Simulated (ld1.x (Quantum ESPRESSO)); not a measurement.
# Ti, TM semilocal: configuration errors across variants

- Element: titanium
- Generator: ld1.x (Quantum ESPRESSO) 7.5
- Type: norm-conserving Troullier–Martins (semilocal form)
- Functional: PBE
- Relativity: scalar-relativistic
- Frozen core: [Ne]
- Valence charge: 12
- Reference configuration: 3s2 3p6 3d3 4s1 4p0
- Partial waves: 3s (bound): rc 1.00 bohr; 3p (bound): rc 1.55 bohr; 3d (bound): rc 2.20 bohr
- Local potential: the d channel
- Core correction: none

Occupied shells without a wave of their own: 4s. They enter only through the test configuration that unscreens the potential.

All-electron excitation energies from the reference (eV): (1) 3s2 3p6 3d2 4s2 4p0 -1.106; (2) 3s2 3p6 3d2 4s1 4p0 6.241; (3) 3s2 3p6 3d2 4s0 4p0 19.813; (4) 3s2 3p6 3d2.5 4s1.5 4p0 -0.753; (5) 3s2 3p6 3d2 4s1.5 4p0 1.831; (6) 3s2 3p6 3d2 4s1 4p1 1.970; (7) 3s2 3p6 3d1 4s2 4p1 3.566.

A semilocal file is local in each channel, so a ghost entry of none says nothing of the separable form that plane-wave codes build from it.

For the base: The 4s level has no wave, so the channel is fitted at the deeper level alone: the likely source of the large errors.

Errors AE − PS in meV (a dash: test not solved or not reliable):

```tsv
change	(1)	(2)	(3)	(4)	(5)	(6)	(7)	bound ghosts
base	+57	+2.7	-90	+19	+33	+26	+289	none
wave 3p (bound): rc 1.55 bohr becomes 3p (bound): rc 1.08 bohr	+57	+2.6	-90	+19	+33	+15	+269	none
wave 3p (bound): rc 1.55 bohr becomes 3p (bound): rc 1.24 bohr	+57	+2.6	-90	+19	+33	+18	+274	none
wave 3p (bound): rc 1.55 bohr becomes 3p (bound): rc 1.44 bohr	+57	+2.7	-90	+19	+33	+24	+285	none
wave 3p (bound): rc 1.55 bohr becomes 3p (bound): rc 1.60 bohr	+57	+2.7	-90	+19	+33	+26	+289	none
wave 3p (bound): rc 1.55 bohr becomes 3p (bound): rc 1.74 bohr	+57	+2.5	-90	+19	+33	+19	+277	none
wave 3p (bound): rc 1.55 bohr becomes 3p (bound): rc 1.96 bohr	+55	+1.4	-91	+19	+32	-18	+210	none
wave 3p (bound): rc 1.55 bohr becomes 3p (bound): rc 2.12 bohr	+54	0.0	-94	+18	+31	-67	+127	none
```

Task: Give the same row for: wave 3p (bound): rc 1.55 bohr becomes 3p (bound): rc 2.34 bohr.

Result: +51, -2.6, -99, +18, +28, -175, -52; bound ghosts: none.
